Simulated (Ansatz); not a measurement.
A geometry relaxed with B3LYP-D3(BJ)/def2-TZVP (Ansatz, an electronic-structure program), charge 0, multiplicity 1:

```xyz
10

H      2.3795     0.4767    -0.6758
H      0.0318    -1.6910    -1.5462
C     -1.7405     0.1498     0.1661
C      1.7340     0.2161     0.1658
H     -2.2887     0.6054    -0.6630
Ga     0.0102    -0.5225    -0.4805
H     -1.6354     0.8905     0.9586
H      1.5999     1.0962     0.7946
H     -2.3533    -0.6764     0.5337
H      2.2627    -0.5447     0.7467
```

Problem. Write the SMILES of this molecule.

Solution. `[CH3][GaH][CH3]`
